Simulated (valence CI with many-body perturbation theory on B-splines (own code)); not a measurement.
## Co XIV: E2, M1, M2 decay

Level of theory: configuration interaction combined with many-body perturbation theory (CI+MBPT): four valence electrons over a frozen Dirac-Fock core [Ne], a basis of 11 s, 11 p, 9 d, 7 f, 5 g, 2 h, 1 i functions for each j, with the one-electron correlation potential Σ1 (screened to all orders), the two-electron term Σ2, the three-electron term Σ3, Breit, model QED; selected single and double excitations, second order for the rest (own B-spline code, finite nucleus).

No measured levels were compared; by estimate levels of excited configurations hold to 0.05 to 0.15 % of their energy, terms of the ground configuration to about 0.5 %.

Lines 1 to 12 of 12 in falling wavelength, among levels below 109.21 eV, chosen from the decays that carry over 1 % of a level's rate. Wavelengths and rates use the calculated energies, so an error of 200 cm⁻¹ moves a line at 309.2 nm by 0.62 % and its rate by three times that or more. Electric multipoles are in the length gauge, E1 and E2 with the static RPA response of the core. Weak lines are less certain than strong ones. Lines between different terms over intervals too small for the method are left out, as are lines whose strength nearly cancels. Branching is blank where the lifetime is uncertain.

```
λ vac (nm)            Upper            Lower  Type   A (s⁻¹)  Branch %
     922.2     3s2 3p2 3P_2     3s2 3p2 3P_1    M1  1.53e+01      99.9
     844.4     3s2 3p2 3P_1     3s2 3p2 3P_0    M1  2.86e+01     100.0
     798.9  3s2 3p 3d 3F°_4  3s2 3p 3d 3F°_3    M1  3.94e+01          
     309.2     3s2 3p2 1D_2     3s2 3p2 3P_2    M1  1.42e+02      52.7
     231.6     3s2 3p2 1D_2     3s2 3p2 3P_1    M1  1.27e+02      47.2
     111.8     3s2 3p2 1S_0     3s2 3p2 3P_1    M1  1.71e+03      99.1
     80.53  3s2 3p 3d 3F°_4     3s 3p3 3P°_2    E2  1.94e+01          
     59.82  3s2 3p 3d 3F°_4     3s 3p3 3D°_3    M1  1.45e+01          
     59.82  3s2 3p 3d 3F°_4     3s 3p3 3D°_3    E2  6.01e+00          
     58.48  3s2 3p 3d 3F°_4     3s 3p3 3D°_2    E2  1.42e+01          
     40.31  3s2 3p 3d 3F°_4     3s 3p3 5S°_2    E2  6.16e+00          
     23.42  3s2 3p 3d 3F°_4     3s2 3p2 1D_2    M2  4.94e+01
```
